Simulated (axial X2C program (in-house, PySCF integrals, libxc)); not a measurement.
Worked dissociation energy of LiTc: PBE0, 2c

All values were computed with an in-house relativistic program for diatomic molecules. Two-component (2c) means X2C with spin–orbit coupling and atomic mean-field two-electron Coulomb and Gaunt terms. Basis: Tc dyall-cv3z [12s12p8d5f3g], Li dyall-cv3z [7s8p2d] (cores contracted in-house); Gaussian nuclei, density fitting, unrestricted open shells. Masses: Tc 98.907 u, Li 7.016 u.

Molecular state: Ω = 3 (⟨Sz⟩ = 2.00, ⟨Lz⟩ = 1.00 at PBE0).

```
E(Tc) (2M_J = 5) : -4283.290688 hartree
E(Li) (2M_J = 1) : -7.467767 hartree
E(LiTc) at Re    : -4290.802100 hartree
ωe               : 344.7 cm⁻¹
ωexe             : 2.26 cm⁻¹
```

(1) Work out De and D0.

The state is one determinant whose occupation by symmetry is held fixed; it was picked as the lowest of a PBE0 search that is not exhaustive. De is counted from the lowest determinant-based energies of the atoms at the same level, without counterpoise correction. Density functionals use the spin component along the axis (collinear). Without a current term, density functionals place determinants with orbital angular momentum somewhat too high. With several unpaired electrons one determinant need not be a pure state. A state of lower Ω lies just above, and one determinant can place such states too high, so the state shown need not be the lowest. The search has Ω = 2 only 0.02 eV up. Open-shell Ω = 0 determinants with evenly filled partner blocks cannot be reached by this program, so the Ω shown need not be the lowest component. The determinant is spin-polarised beyond a pure state at some levels (its spin-free form has ⟨S²⟩ too high), which makes Re and μ there less reliable. The lowest spin-free determinant has another configuration (M_S = 2, Λ = 0), so the order of states is uncertain and this need not be the ground state.

Each atomic determinant is the lowest at this level and need not be a pure J level. Totals compare only within one Hamiltonian and basis.

## Answers

(1) De = -4283.290688 + (-7.467767) − (-4290.802100) = 0.04365 hartree = 1.188 eV. The zero-point energy is ωe/2 − ωexe/4 = 172 cm⁻¹ = 0.021 eV, so D0 = 1.166 eV.
